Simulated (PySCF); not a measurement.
## Vertical excitation energies

Compound: C4H6N2O2Si.
Numbering: `[N:1]#[C:2][C@@:3]([SiH3:4])([CH:5]=[O:6])[C:7]([NH2:8])=[O:9]` (hydrogens: H10, H11, H12 on Si4; H13 on C5; H14, H15 on N8)

Method: TDDFT PBE0/def2-SVPD, vertical, gas phase, core orbitals frozen in the response in PySCF. Isolated species at its GFN2-xTB geometry (one conformer only). Torsions of this conformer, `[N:1]#[C:2][C@@:3]([SiH3:4])([CH:5]=[O:6])[C:7]([NH2:8])=[O:9]`: C2–C3–C5–O6 134°, C2–C3–C7–N8 -76°, H–N8–C7–C3 -10°, H–N8–C7–C3 -175°.

```json
{"state": "S1", "E (eV)": "4.28", "E (kJ/mol)": "413", "λ (nm)": "289.4", "f": "0.0003", "main configurations (H = HOMO, L = LUMO)": "H→L (78%), H-1→L (12%)"}
{"state": "S2", "E (eV)": "5.50", "E (kJ/mol)": "531", "λ (nm)": "225.2", "f": "0.0040", "main configurations (H = HOMO, L = LUMO)": "H→L+1 (37%), H-1→L (33%), H→L (10%)"}
{"state": "S3", "E (eV)": "5.77", "E (kJ/mol)": "556", "λ (nm)": "215.0", "f": "0.0031", "main configurations (H = HOMO, L = LUMO)": "H-1→L (37%), H→L+1 (34%), H-1→L+1 (11%)"}
{"state": "S4", "E (eV)": "5.98", "E (kJ/mol)": "577", "λ (nm)": "207.3", "f": "0.011", "main configurations (H = HOMO, L = LUMO)": "H-2→L (84%), H-1→L (12%)"}
{"state": "S5", "E (eV)": "6.14", "E (kJ/mol)": "592", "λ (nm)": "202.0", "f": "0.013", "main configurations (H = HOMO, L = LUMO)": "H-3→L (74%), H-1→L+1 (10%)"}
{"state": "S6", "E (eV)": "6.47", "E (kJ/mol)": "625", "λ (nm)": "191.5", "f": "0.035", "main configurations (H = HOMO, L = LUMO)": "H-1→L+1 (41%), H→L+1 (22%), H-3→L (13%)"}
{"state": "S7", "E (eV)": "6.67", "E (kJ/mol)": "643", "λ (nm)": "186.0", "f": "0.0043", "main configurations (H = HOMO, L = LUMO)": "H→L+2 (88%)"}
{"state": "S8", "E (eV)": "6.92", "E (kJ/mol)": "668", "λ (nm)": "179.1", "f": "0.0004", "main configurations (H = HOMO, L = LUMO)": "H-3→L+1 (53%), H-2→L+1 (24%)"}
```

Triplets (Tamm–Dancoff): T1 3.69 eV, H→L (71%), H-1→L (15%); T2 5.07 eV, H→L+1 (55%), H-2→L+1 (12%); T3 5.27 eV, H-2→L+1 (32%), H-1→L+1 (23%), H-1→L (16%).

The lowest singlet comes at 289 nm (413 kJ/mol) in the ultraviolet; it is dark (f under 0.0005); its leading configuration is HOMO→LUMO (78%). The strongest level in the table is S6 at 6.47 eV (191 nm, f = 0.035). Löwdin shares by element: HOMO oxygen 56%, carbon 19% or more (atoms not listed hold the other 25%); LUMO carbon 45% or more, oxygen 31% or more, silicon 6% (atoms not listed hold the other 17%). The oscillator strengths of these states sum to 0.071; summed over the whole spectrum of an exact calculation they would give the number of electrons, 74 (Thomas–Reiche–Kuhn). Of the 8 states listed, 3 reach f = 0.01 and 2 stay under 0.0005. Orbital energies (eV): HOMO-3 -9.31, HOMO-2 -8.99, HOMO-1 -8.83, HOMO -8.21, LUMO -1.88, LUMO+1 -0.86, LUMO+2 -0.33. Only the lowest 8 singlets were computed, as vertical energies without vibronic structure.

Hardware: an Arm Neoverse V1 with one thread, no GPU, on a shared host. Cost: 58 s wall (grids of density and orbitals included), 0.91 GiB resident at most.
